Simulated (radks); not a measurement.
Si III, 12 electrons, occupied as [Ne] 3s2.

Calculated with a radial shooting solver on a logarithmic mesh with Libxc functionals: Dirac Kohn-Sham, B86b exchange with PBE correlation, spin-unpolarised, spherical densities, point nucleus.

Energy parts (Ry):
part                       energy
total                  -578.18898
kinetic                 579.96367
electron-nucleus      -1362.18275
Hartree                 244.58508
exchange-correlation    -40.55497

Orbitals (lengths in bohr, moments of r in powers of bohr; <r^-3> diverges for s and p1/2; r(max) is where P^2 peaks):
| orbital | occ. | eigenvalue (Ry) | <r^-3> | r(max) | <1/r> | <r^2> | small-component weight |
|---|---|---|---|---|---|---|---|
| 1s1/2 | 2 | -132.9248 | - | 0.07259 | 13.64 | 0.01667 | 2.46e-03 |
| 2s1/2 | 2 | -11.82444 | - | 0.4541 | 2.586 | 0.3843 | 3.50e-04 |
| 2p1/2 | 2 | -8.62952 | - | 0.3862 | 2.475 | 0.3606 | 3.28e-04 |
| 2p3/2 | 4 | -8.58171 | 48.16 | 0.3878 | 2.462 | 0.3635 | 3.26e-04 |
| 3s1/2 | 2 | -2.10071 | - | 1.693 | 0.6987 | 4.354 | 5.35e-05 |
| 3p1/2 | 0 | -1.51198 | - | 1.901 | 0.6016 | 5.743 | 4.25e-05 |
| 3p3/2 | 0 | -1.50814 | 3.900 | 1.906 | 0.6000 | 5.768 | 4.24e-05 |
| 3d3/2 | 0 | -0.78700 | 0.1503 | 2.459 | 0.4045 | 10.67 | 1.99e-05 |
| 3d5/2 | 0 | -0.78689 | 0.1501 | 2.460 | 0.4044 | 10.67 | 1.99e-05 |

The highest occupied level is 3s1/2 at -28.582 eV. The density falls to 0.001 e/bohr^3 at r = 3.43 bohr.
